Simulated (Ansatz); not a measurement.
`[NH2][Al]([F])[F]` + NH₃ → `[NH2][Al]([NH2])[F]` + H–F at 600 K and 1 bar (ligand exchange at the Al–F bond).

Calculated with Ansatz (gas phase, PBE0-D4/def2-TZVP geometries, no zero-point term in ΔE). CCSD(T)/CBS is the MP2 limit (def2-TZVPP, def2-QZVPP) plus CCSD(T) − MP2 in def2-TZVPP, frozen cores. This one scheme is used for every species. Each species was taken in one conformer, which may not be the lowest.

```
              species  CCSD(T)/CBS energy (Eh)  H − E (kJ/mol)  S (J/(mol·K))
  `[NH2][Al]([F])[F]`               -497.71159           125.7          362.3
                  NH₃                -56.50880           112.4          219.5
`[NH2][Al]([NH2])[F]`               -453.78851           195.4          394.9
                  H–F               -100.39570            42.3          194.0
```

H − E and S are ideal-gas, rigid-rotor, harmonic terms from PBE0-D4/def2-TZVP, for one conformer and one mirror image of each species. 1 Eh = 2625.50 kJ/mol, R = 8.31446 J/(mol·K).

**Question.** By hand: ΔE, ΔH, ΔS and ΔG.

**Answer.** ΔE = (-453.78851) + (-100.39570) − (-497.71159) − (-56.50880) = 0.03618 Eh = 95.0 kJ/mol. Δ(H − E) = 195.4 + 42.3 − 125.7 − 112.4 = -0.4, so ΔH = 94.6 kJ/mol. ΔS = 394.9 + 194.0 − 362.3 − 219.5 = 7.1 J/(mol·K). ΔG = 94.6 − 600 × (7.1)/1000 = 90.3 kJ/mol.

**Question.** By hand: the equilibrium constant, and the temperature at which ΔG would vanish if ΔH and ΔS stayed fixed.

**Answer.** log₁₀ K = −ΔG/(RT ln 10) = -7.9. ΔG = 0 at ΔH/ΔS = 13324 K, far beyond where these terms or the molecules hold.

The number of gas molecules stays the same, so ΔS is small and ΔH decides. A doubt of 5 kJ/mol in ΔE shifts log₁₀ K by 0.4 here. Other conformers and mirror images would add mixing entropy, several J/(mol·K) or more a flexible species. These are equilibria of isolated gas molecules and say nothing of rates. Largest T1 diagnostic: 0.012 (customary marks: 0.02 for closed shells, 0.045 for open ones).
